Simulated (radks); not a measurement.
Pr24+, 35 electrons, occupied as [Ar] 3d10 4s2 4p5.

Method: scalar-relativistic Kohn-Sham, LB94 model potential, spin-polarised, spherical densities, finite nucleus; open shells are filled with parallel spins first (spin-orbit coupling, left out, can overturn this in heavy ions); Fermi nuclear charge, rms radius 4.8919 fm; computed with a radial shooting solver on a logarithmic mesh with Libxc functionals.

Energy parts (eV):
part                  energy
kinetic            260413.98
electron-nucleus  -566576.03
Hartree             67078.60
(The LB94 potential has no energy functional, so no total or exchange-correlation energy is given.)

Orbitals (lengths in bohr, moments of r in powers of bohr):
orbital,occ.,eigenvalue (eV),<r^4>,<r>,<1/r>
1s up,1,-42743.25,1.634e-06,0.02406,64.74
1s down,1,-42743.24,1.634e-06,0.02406,64.74
2s up,1,-7523.728,0.0002658,0.1028,14.96
2s down,1,-7523.390,0.0002658,0.1028,14.96
2p up,3,-6818.987,0.0001946,0.09022,14.15
2p down,3,-6818.454,0.0001946,0.09022,14.15
3s up,1,-2187.292,0.01032,0.2698,5.477
3s down,1,-2187.063,0.01034,0.2699,5.474
3p up,3,-1963.208,0.01062,0.2671,5.197
3p down,3,-1962.988,0.01063,0.2672,5.195
3d up,5,-1652.206,0.008439,0.2429,4.951
3d down,5,-1652.018,0.008449,0.2430,4.950
4s up,1,-932.9072,0.1850,0.5696,2.517
4s down,1,-931.8727,0.1843,0.5688,2.523
4p up,3,-852.3546,0.2135,0.5866,2.382
4p down,2,-851.2178,0.2127,0.5858,2.388

The highest occupied level is 4p down at -851.22 eV. The spin density at the nucleus is -3.300 e/bohr^3 (1s -2.497, 2s 3.083, 3s 4.307, 4s -8.192). The electron density at the nucleus is 4.34e+05 e/bohr^3 (large components only).
